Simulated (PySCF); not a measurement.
CaH2O2, SMILES [OH][Ca][OH]. Heavy atoms are numbered as in [Ca:1]([OH:2])[OH:3]. Hydrogens are named by the atom that carries them.

Geometry optimised at B3LYP-D3(BJ)/def2-TZVP. The values are those of a single conformer.

Level of theory: PySCF with HF/def2-TZVPD.

ESP charges are fitted to the potential on shells at 1.4 to 2.0 van der Waals radii. Atomic charges (e), one atom of each kind:

| atom | ESP fit | IAO |
|---|---|---|
| Ca1 | [?] | 1.91 |
| O2 (OH) | [?] | -1.30 |
| H on O2 | [?] | 0.35 |

### Question
Fill in the missing entries. (Estimate from the structure and the level; the computed values follow.)

### Answer

- Ca1, ESP fit: 1.75
- O2 (OH), ESP fit: -1.40
- H on O2, ESP fit: 0.52
